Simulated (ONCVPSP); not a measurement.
## tin: from the effect back to the setting (ONCV)

Base potential:

- Element: tin
- Generator: ONCVPSP 4.0.1
- Type: optimised norm-conserving Vanderbilt (ONCV)
- Functional: PBE
- Relativity: scalar-relativistic
- Frozen core: [Kr] 4d10
- Valence charge: 4
- Reference configuration: 5s1.75 5p2.25
- Partial waves: 5s: rc 1.90 bohr, ncon 4, nbas 8, qcut 3.3 1/bohr, 1 projector; 5p: rc 2.30 bohr, ncon 4, nbas 8, qcut 3 1/bohr, 2 projectors, debl 2.6 Ha
- Local potential: polynomial inside 1.60 bohr (lpopt 5, dvloc0 6 Ha)
- Core correction: polynomial model core, fcfact 0.15

Cutoffs, loose and tight: the cutoffs (Ha) at which the residual kinetic energy of the hardest occupied pseudo-wave falls to 1 and 0.1 mHa per electron. They do not see the model core or the augmentation charge, which bear on the density cutoff. Test errors are all-electron minus pseudo excitation energies from the reference, over the configurations 5s2 5p2; 5s2 5p1; 5s2 5p0; 5s2 5p1.5; variants that change the core or the reference have their own tests.

Only the s radius is moved (1 further runs of the sweep failed or gave no value and are left out):

| s radius (bohr) | cutoff, loose | cutoff, tight | bound ghosts | largest test error (meV) |
| --- | --- | --- | --- | --- |
| 1.7 | 9.6 Ha | 55 Ha | none | -50 |
| 2.1 | 6.3 Ha | 32 Ha | none | -50 |
| 2.4 | 5.3 Ha | 29 Ha | none | -47 |
| 2.76 | 5.0 Ha | 29 Ha | none | -36 |

**Question.** One more run gave cutoff, loose: 7.3 Ha; cutoff, tight: 33 Ha; bound ghosts: none; largest test error (meV): -50. Which value of the s radius was used?

**Answer.** 1.94 bohr. The loose cutoff moves one way along this sweep, from 9.6 Ha at 1.7 to 5.0 Ha at 2.76 bohr, which places the run between 1.7 and 2.1 bohr.
